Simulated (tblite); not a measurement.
ethylene glycol (C2H6O2), singlet, at a GFN2-xTB geometry; IPEA1-xTB (tblite 0.6.0).

Here is a job for tblite.
```
$ tblite run mol.xyz --method ipea1 --charge 0 --spin 0 --json tblite.json --no-restart

# file mol.xyz
10

O      1.38862697    -0.50655432     0.02194566
C      0.63163470     0.66843375    -0.19835464
C     -0.80964679     0.23574802    -0.47099206
O     -1.37630039    -0.40343259     0.64080028
H      2.30215418    -0.26736004     0.20373679
H      0.65745438     1.31370296     0.68995200
H      1.01699273     1.22851647    -1.06037086
H     -1.42832720     1.11028504    -0.68117583
H     -0.81625899    -0.43066573    -1.34505395
H     -0.76255508    -1.09967399     0.90702455
```

What does tblite print? Leave out banner, timings and long lists.


```
xTB calculator
 | screened Coulomb repulsion
 | Coulomb electrostatics
 |  * isotropic Klopman-Ohno-Mataga-Nishimoto electrostatics
 |  * onsite third-order electrostatics
 | DFT-D3(BJ) dispersion correction

halogen bonding energy    0.0000000000000E+00 Eh
repulsion energy          1.7616094371018E-01 Eh
dispersion energy        -2.2634661900937E-03 Eh
number of electrons       2.6000000000000E+01 e
integral cutoff           4.0000000000000E+01 bohr

------------------------------------------------------------
  cycle        total energy    energy error   density error
------------------------------------------------------------
      1     -17.50923806853  -1.7683136E+01   4.6129495E-01
      2     -17.66079668779  -1.5155862E-01   2.6401277E-01
      3     -17.65438298734   6.4137004E-03   9.0833102E-02
      4     -17.67202904593  -1.7646059E-02   1.9750818E-02
      5     -17.67266640013  -6.3735420E-04   1.8015634E-03
      6     -17.67267599350  -9.5933679E-06   1.4065693E-03
      7     -17.67268250855  -6.5150501E-06   5.9399157E-04
      8     -17.67268374950  -1.2409504E-06   7.5640641E-05
      9     -17.67268376891  -1.9410578E-08   1.7360256E-05
------------------------------------------------------------

electronic energy        -1.7846581246426E+01 Eh
total energy             -1.7672683768906E+01 Eh

Post processing:
 | Mayer-Wiberg bond orders

[Info] JSON dump of results written to 'tblite.json'
```
